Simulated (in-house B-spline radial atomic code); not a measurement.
## Ionising Mg4+ with different functionals

Computed with an all-electron radial atomic-structure program (B-spline basis): non-relativistic Hamiltonian, point nucleus, spin-polarised at highest spin, spherical fractional occupations for the functionals, the average over the highest-spin determinants for Hartree-Fock. The ionisation energy is the difference of two self-consistent energies, [He] 2s2 2p4 → [He] 2s2 2p3, without Breit or QED terms; ε is the level of the shell that loses the electron (its least bound occupied spin orbital).

Hybrids are left out here: with spherical fractional occupations of an open shell their exact exchange keeps a self-interaction that integer-occupation calculations don't have.

```tsv
method	rung	ΔSCF (eV)	-ε(2p) (eV)
Hartree-Fock	Hartree-Fock	139.34	141.51
LDA VWN5	LDA	140.99	125.16
LDA PW92	LDA	140.98	125.15
LDA exchange-only	LDA	138.13	122.59
PBE	GGA	140.87	125.02
PBEsol	GGA	140.52	124.76
BLYP	GGA	141.06	125.09
RPBE	GGA	140.65	124.86
PW91	GGA	141.07	125.23
BP86	GGA	141.06	125.21
AM05	GGA	140.38	124.68
OLYP	GGA	140.31	124.72
TPSS	meta-GGA	140.44	124.94
SCAN	meta-GGA	139.72	124.69
r2SCAN	meta-GGA	139.66	124.67
M06-L	meta-GGA	139.65	124.48
revTPSS	meta-GGA	140.12	124.69
```

(1) How do they compare with the NIST value?

Results:

(1) NIST lists 141.33 eV ± 0.03 (semi-empirical, ground level to ground level). Errors run from -3.20 to -0.26 eV; PW91 is closest (-0.26 eV), though others lie within the uncertainty of it, and part of that can be cancellation, since the calculations leave out relativity, Breit-QED terms, multiplet and fine-structure energies. Hartree-Fock also lacks correlation.
